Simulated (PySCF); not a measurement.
**Correlation energy of Sn⁺ (tin, charge +1)**

[Kr] 4d10 5s2 5p1, 2P determinant. Calculation: PySCF 2.14, in x2c-TZVPPall; scalar relativity by spin-free X2C-1e. Frozen: [Ar] 3d10; 21 electrons correlated.

MP2 pair energies summed by pair of shells (mhartree):

```csv
pair,energy,share (%)
4d-4d,-160.06,43.9
4d-5s,-63.18,17.3
4p-4d,-50.90,14.0
5s-5s,-18.06,5.0
4p-4p,-16.02,4.4
4d-5p,-15.37,4.2
5s-5p,-13.39,3.7
4s-4d,-10.00,2.7
4s-4p,-7.48,2.1
4p-5s,-6.80,1.9
4p-5p,-1.42,0.4
4s-4s,-1.37,0.4
4s-5s,-0.53,0.1
4s-5p,-0.12,0.0
```

Total MP2 correlation energy: -364.70 mhartree.

Same-spin part -125.83 and opposite-spin part -238.87 mhartree; SCS-MP2 scales them by 1/3 and 6/5 to -328.59 mhartree.

This basis was not built for core-valence correlation, so the inner-shell part is incomplete.
